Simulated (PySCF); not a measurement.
[(E)-2-germylethenyl]germane (C₂H₈Ge₂), SMILES [GeH3]/[CH]=[CH]/[GeH3].

Geometry: PBE0-D3(BJ)/def2-SVP.

Two levels are set side by side: TDA-PBE/def2-SVPD (PySCF) and TDA-LC-ωPBE/def2-SVPD (PySCF). Vertical, same geometry. The lowest singlet is HOMO−1→LUMO 98 % with PBE and HOMO−1→LUMO 94 % with the other functional; states are paired by order. Differences are taken from unrounded values.

| quantity | TDA-LC-ωPBE | TDA-PBE | TDA-PBE minus TDA-LC-ωPBE |
|---|---|---|---|
| lowest singlet excitation (eV) | 6.13 | 5.55 | -0.57 |
| lowest triplet excitation (TDA) (eV) | 4.02 | 4.21 | 0.19 |
| first bright state (f over 0.05) (eV) | 7.43 | 6.34 | -1.09 |
| its oscillator strength | 0.94 | 0.35 | -0.59 |

A lower first singlet is the usual sign of a functional without exact exchange. Differences between two approximate levels are no errors against the true value.

Rough cost on one machine, each run with all the roots and properties that it gave: TDA-LC-ωPBE against TDA-PBE about 4 times.
